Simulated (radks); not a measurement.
Question: All-electron atom: Fe II in [Ar] 3d5.75 4s1 5s0.25 (fractional occupations, a model configuration). All-electron calculation, Dirac Kohn-Sham, PBE, spin-unpolarised, spherical densities, point nucleus; open shells fill j = l - 1/2 first. Program: a radial shooting solver on a logarithmic mesh with Libxc functionals.

Spin-orbit splittings of the eigenvalues, e(l+1/2) - e(l-1/2), with zeta = 2 splitting/(2l+1) and mean radii in bohr:

shell  occ.  splitting (eV)  zeta (eV)  <r> j=l-1/2  <r> j=l+1/2
2p        6           12.48      8.321       0.2334       0.2365
3p        6           1.546      1.031       0.8495       0.8588
3d     5.75               ?          ?        1.081        1.087
4p        0         0.09076    0.06050        3.314        3.344
4d        0        0.004394   0.001758        6.326        6.336

Estimate the 3d splitting.

Answer: 0.1589 eV (zeta = 0.06355 eV).
